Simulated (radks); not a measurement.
Charge is removed step by step from the 4s1/2 level of neutral iron, starting from [Ar] 3d6 4s2. Calculated with a radial shooting solver on a logarithmic mesh with Libxc functionals: Dirac Kohn-Sham, BLYP, spin-unpolarised, spherical densities, point nucleus; open shells are shared between the two j in proportion to 2j + 1.

removed (e)  E - E(0) (eV)  eigenvalue (eV)  E minus straight line (eV)
0                    0.000           -5.222                       0.000
0.125                0.705           -6.060                      -0.386
0.25                 1.516           -6.917                      -0.666
0.375                2.435           -7.792                      -0.838
0.5                  3.464           -8.685                      -0.900
0.625                4.607           -9.594                      -0.849
0.75                 5.864          -10.518                      -0.683
0.875                7.237          -11.457                      -0.401
1                    8.728          -12.410                       0.000

Removing the whole electron costs 8.728 eV by Delta-SCF, against 5.222 eV from minus the eigenvalue at the starting occupation. Slater's transition state (half an electron removed) gives 8.685 eV. Integrating minus the eigenvalue over the occupation (Janak's theorem) gives 8.728 eV. The mean slope of the eigenvalue, de/dn, is 7.19 eV per electron. Ionisation energy of Fe in the NIST Atomic Spectra Database: 7.902 eV (measured).

Beside tabulated values, note that spin-unpolarised runs miss the spin-polarisation part of the exchange energy of open shells.
